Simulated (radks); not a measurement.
Problem. Successive ionisation energies (eV) of one element, from differences of total energies of ions in their ground configurations, starting at charge 1: 12.772, 20.228, 45.846, 73.439, 87.166. All-electron calculation, scalar-relativistic Kohn-Sham, SCAN, spin-polarised, spherical densities, finite nucleus; open shells are filled with parallel spins first (spin-orbit coupling, left out, can overturn this in heavy ions); meta-GGA in the generalised Kohn-Sham scheme; Fermi nuclear charge, rms radius 5.1569 fm. Program: a radial shooting solver on a logarithmic mesh with Libxc functionals. Which element is it?

Solution. Gadolinium (Z = 64). The first species listed is Gd+ in [Xe] 4f7 5d1 6s1, the last Gd5+ in [Kr] 4d10 4f6 5s2 5p5.
